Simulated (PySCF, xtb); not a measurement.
C2H6N2OSi, SMILES N[Si@@H](N=C=O)C.

GFN2-xTB in xtb at its own geometry gives an orbital gap of 5.03 eV and a dipole moment of 3.68 D.

Coordinates come from a B3LYP-D3(BJ)/def2-SVP optimisation. The structure was generated by enumeration; whether it is a known compound was not checked. Other conformers were not sampled.

Task: What does B3LYP/def2-TZVP in PySCF give? (The exact figures need the calculation; the answer reports its results.)

Result: gap 7.73 eV (levels -7.57 and 0.16 eV), dipole 2.72 D.
